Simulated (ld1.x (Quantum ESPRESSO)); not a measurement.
# Configuration tests for Al (TM)

aluminium, norm-conserving Troullier–Martins (Kleinman–Bylander form), made with ld1.x (Quantum ESPRESSO) 7.5 (PBEsol, scalar-relativistic). Core [Ne], reference 3s1 3p2. Waves: 3p (bound): rc 2.70 bohr; 3d channel at 0.2 Ry: rc 2.95 bohr; 3s (bound): rc 1.80 bohr. Local part: the s channel. Core correction: none.

Energies are relative to the spin-unpolarised reference configuration 3s1 3p2; without spin polarisation the order of configurations can differ from experiment.

**Question.** Give the all-electron excitation energy and the error of the potential for: 3s2 3p1; 3s2 3p0; 3s1 3p0; 3s2 3p0.5; 3s2 3p1.3; 3s0 3p3; 3s1 3p1.

**Answer.**

```json
{"valence configuration": "3s2 3p1", "charge": "0", "ΔE all-electron (eV)": "-5.119", "error AE − PS (meV)": "+4.8"}
{"valence configuration": "3s2 3p0", "charge": "+1", "ΔE all-electron (eV)": "0.617", "error AE − PS (meV)": "-0.3"}
{"valence configuration": "3s1 3p0", "charge": "+2", "ΔE all-electron (eV)": "19.788", "error AE − PS (meV)": "-2.4"}
{"valence configuration": "3s2 3p0.5", "charge": "+0.5", "ΔE all-electron (eV)": "-3.045", "error AE − PS (meV)": "+3.2"}
{"valence configuration": "3s2 3p1.3", "charge": "-0.3", "ΔE all-electron (eV)": "-5.687", "error AE − PS (meV)": "+5.1"}
{"valence configuration": "3s0 3p3", "charge": "0", "ΔE all-electron (eV)": "5.286", "error AE − PS (meV)": "+5.1"}
{"valence configuration": "3s1 3p1", "charge": "+1", "ΔE all-electron (eV)": "6.408", "error AE − PS (meV)": "+0.3"}
```

ld1.x printed “convergence not achieved” for 6 of the counted tests; their residual had stalled under 1e-8, short of the target of 1e-14.
